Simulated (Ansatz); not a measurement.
Ideal-gas functions of `[CH2]1[AlH][Se]1` at 500 K and 1 bar, from an Ansatz frequency run at PBE0-D4/def2-TZVP.

Molar mass 120.98 g/mol, point group Cs (symmetry number 1), electronic degeneracy 1, moments of inertia 38.655, 118.414, 153.812 u Å². Harmonic wavenumbers (cm⁻¹, unscaled): 415, 426, 438, 505, 647, 720, 903, 965, 1404, 1991, 3121, 3199.

Use S(trans) = R[1.5 ln M + 2.5 ln T − 1.1517]; rotational temperatures θ = 24.2544 K / I; S(rot) = R[ln(√π/σ · √(T³/θAθBθC)) + 1.5]; for each mode x = 1.438777 ν̃/T, S = R[x/(eˣ − 1) − ln(1 − e⁻ˣ)] and H = RT x/(eˣ − 1); 1 cm⁻¹ = 0.0119627 kJ/mol; R = 8.31446 J/(mol·K).

Task: By hand: the entropy, in J/(mol·K).

Result: Translation 179.4. Rotation: θ = 0.6275, 0.2048, 0.1577 K, giving 110.9. Vibration, mode by mode: 7.32, 7.12, 6.92, 5.90, 4.25, 3.60, 2.38, 2.07, 0.75, 0.18, 0.01, 0.01, in all 40.5. Electronic 0.0. Sum 330.8 J/(mol·K).

Task: By hand: H − E and G − E in kJ/mol, counted from the electronic energy.

Result: Zero-point energy ½ × 14734 × 0.0119627 = 88.1; thermal vibration 12.9; translation, rotation and pV give 4 RT = 16.6. H − E = 117.6 kJ/mol, and G − E = 117.6 − 500 × 330.8/1000 = -47.8 kJ/mol.

Vibration gives 12 % of the entropy.
